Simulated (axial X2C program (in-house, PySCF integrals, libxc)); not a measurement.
Nuclear properties of RuB⁺

Computed with an axial X2C code built on PySCF integrals: two-component X2C with atomic mean-field Coulomb and Gaunt terms, Gaussian nuclei, basis Ru dyall-cv3z, B dyall-v3z with contracted cores.

R = 1.750 Å (near the PBE0 minimum at charge 1 of the determinant lowest at the starting distance; the state shown can have its own minimum elsewhere).

Input and command:
```json
{"zs": [44, 5], "q": 1, "bas": ["dyall-cv3z", "dyall-v3z"], "r0": 2.1, "levels": ["PBE0", "HF", "PBE", "PBE50", "r2SCAN"], "nst": 3}
```
```bash
python soeom.py task.json out
```

Keys: zs atomic numbers; q charge; bas basis sets; r0 starting distance in Å; levels methods; nst determinants followed.

Determinant lowest in the PBE0 search, Ω = 1 (⟨Sz⟩ = 1.00, ⟨Lz⟩ = 0.00 at PBE0), spin on the atoms Ru 1.27, B -0.28:

```
 level  Eeff magnitude (GV/cm)  Ws magnitude Ru (kHz)  A∥/gI Ru (MHz)  qzz Ru (a.u.)  A∥/gI B (MHz)  qzz B (a.u.)
  PBE0                    1.81                  0.826             264          -4.35          -87.6         -0.16
    HF                    2.81                   1.15           -97.2          -3.85           -141         -0.37
   PBE                    1.18                  0.547             317          -4.46          -84.4         -0.13
 PBE50                    2.36                   1.06             171          -4.21            -90         -0.19
r2SCAN                    1.88                  0.846             532          -4.22           -130         -0.18
```

Determinant 0.57 eV from it at PBE0 and this distance, Ω = 3 (⟨Sz⟩ = 1.00, ⟨Lz⟩ = 2.00 at PBE0), spin on the atoms Ru 0.79, B 0.20:

```json
{"level": "PBE0", "Eeff magnitude (GV/cm)": "1.49", "Ws magnitude Ru (kHz)": "0.263", "A∥/gI Ru (MHz)": "76.9", "qzz Ru (a.u.)": "1.28", "A∥/gI B (MHz)": "41.9", "qzz B (a.u.)": "0.00"}
{"level": "HF", "Eeff magnitude (GV/cm)": "3.08", "Ws magnitude Ru (kHz)": "0.578", "A∥/gI Ru (MHz)": "-188", "qzz Ru (a.u.)": "1.96", "A∥/gI B (MHz)": "24.8", "qzz B (a.u.)": "0.01"}
{"level": "PBE", "Eeff magnitude (GV/cm)": "0.773", "Ws magnitude Ru (kHz)": "0.141", "A∥/gI Ru (MHz)": "158", "qzz Ru (a.u.)": "1.05", "A∥/gI B (MHz)": "48.7", "qzz B (a.u.)": "0.02"}
{"level": "PBE50", "Eeff magnitude (GV/cm)": "2.11", "Ws magnitude Ru (kHz)": "0.37", "A∥/gI Ru (MHz)": "6.16", "qzz Ru (a.u.)": "1.48", "A∥/gI B (MHz)": "35.1", "qzz B (a.u.)": "-0.01"}
{"level": "r2SCAN", "Eeff magnitude (GV/cm)": "1.53", "Ws magnitude Ru (kHz)": "0.272", "A∥/gI Ru (MHz)": "68.5", "qzz Ru (a.u.)": "1.30", "A∥/gI B (MHz)": "49.1", "qzz B (a.u.)": "0.00"}
```

Eeff is the effective electric field on the electron electric dipole moment in this Ω state and Ws the scalar–pseudoscalar constant of the nucleus named (defined with the proton number Z and per Ω); A∥ (defined per Ω) follows by multiplying with gI = μI/(I μN); qzz is the electric field gradient, eQq0 = 234.96 MHz × Q/barn × qzz. The operators were transformed with the bare-nucleus X2C matrices; with these basis sets, hyperfine constants and field gradients can be off by tens of per cent, and where levels differ in sign neither size nor sign is settled.

Problem. With Q(101Ru) = 0.457 barn, gI(11B) = 1.7924 (g factors from the IAEA table of nuclear moments by Stone; Q from Pyykkö, Mol. Phys. 2018), turn the PBE0 values of the first state into constants in MHz.

Solution. eQq0(101Ru) = 234.96 × (0.457) × (-4.35) = -467 MHz; A∥(11B) = -87.6 × 1.7924 = -157 MHz.

Each state is one determinant with collinear spin, which with several unpaired electrons need not be a pure state. Unrestricted Hartree–Fock can overshoot spin polarisation at the nuclei. With several open shells hyperfine constants can be off by a factor of several. Where Eeff spreads by more than a factor of two the levels disagree and none is to be relied on. Open-shell Ω = 0 determinants with evenly filled partner blocks cannot be reached by this program, so the Ω shown need not be the lowest component. The search compared states at one distance, so a state with another bond length can lie lower. Further determinants of the search, some of them spin-mixed, are not shown. Where a field gradient or hyperfine factor spreads by more than a factor of two over the levels, a constant derived from it is not to be relied on. PBE0 term energies can be off by some tenths of an eV.
